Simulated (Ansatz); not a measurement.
Input file for CH$_{7}$B$_{2}$ClSi (`CB([SiH3])BCl`):

```yaml
crystal:
  periodic: [false, false, false]
  atoms:
    - {symbol: C, position_ang: [-0.778014, -0.814560, 1.238205]}
    - {symbol: B, position_ang: [-0.271495, -0.104387, -0.055028]}
    - {symbol: Si, position_ang: [1.500278, 0.887703, 0.021337]}
    - {symbol: B, position_ang: [-1.041665, -0.054347, -1.512159]}
    - {symbol: Cl, position_ang: [-0.602420, -1.253573, -2.719512]}
    - {symbol: H, position_ang: [-1.415797, -0.051701, 1.716881]}
    - {symbol: H, position_ang: [-0.008690, -1.064902, 1.971489]}
    - {symbol: H, position_ang: [-1.422436, -1.678984, 1.064323]}
    - {symbol: H, position_ang: [1.696794, 1.910205, -1.041843]}
    - {symbol: H, position_ang: [2.564104, -0.147622, -0.135158]}
    - {symbol: H, position_ang: [1.689468, 1.544353, 1.346836]}
    - {symbol: H, position_ang: [-1.833326, 0.772816, -1.861271]}
basis:
  gaussian: {orbitals: def2-TZVPP}
correlation: {method: ccsd_t}
```

```sh
$ ansatz run in.yaml --threads 4 --pin off --events-out ev --progress --plain --max-ram 10444MiB
```

Log, shortened:

```
Functional definition: HF
1591 factors; integrals over basis functions are off by at most 1.3e-3 eV
mean field evaluation 1: about -22848.9657 eV, gradient 2.9e1 eV
mean field evaluation 2: about -22849.1687 eV, gradient 2.9e1 eV
mean field evaluation 4: about -22852.1858 eV, gradient 3.5e0 eV
mean field evaluation 8: about -22852.2451 eV, gradient 1.6e-1 eV
mean field -22852.24535739 eV, -839.8045270759 hartree, gradient 2.5e-6 eV, S^2 0.000000; 0 other end points of the search recorded, 0 dependent functions left out
13 core orbitals not correlated: weight in the atoms' cores, before any rotation towards them, 1.000 or more for the frozen orbitals, at most 0.000 for the correlated occupied ones
reference -22852.24535739 eV, -839.8045270759 hartree; 14, 14 occupied and 248, 248 virtual orbitals, 1591 factors
second order -18.65335321 eV of doubles, -0.00000000 eV of singles
cycle   1  -19.99893732 eV  change    -1.3e0 eV  update   9.9e-2
cycle   2  -20.54639410 eV  change   -5.5e-1 eV  update   3.0e-2
cycle   3  -20.63384601 eV  change   -8.7e-2 eV  update   1.5e-2
cycle   4  -20.62508787 eV  change    8.8e-3 eV  update   4.7e-3
cycle   5  -20.62271748 eV  change    2.4e-3 eV  update   1.9e-3
cycle   6  -20.62267879 eV  change    3.9e-5 eV  update   6.2e-4
cycle   7  -20.62261944 eV  change    5.9e-5 eV  update   2.0e-4
cycle   8  -20.62265693 eV  change   -3.7e-5 eV  update   8.1e-5
cycle   9  -20.62267459 eV  change   -1.8e-5 eV  update   3.0e-5
perturbative correction -0.82556862 eV, -0.0303390870 hartree
Total energy: -22873.69360060 eV, -840.5927354757 hartree
```

Hardware: 4 threads of an Arm Neoverse V1 on a shared host. Wall time 3.1 min, peak host memory 7.1 GiB.

MP2 recovers 87.0 % of the CCSD(T) correlation energy and the triples give 3.8 %; T1 = 0.0131.
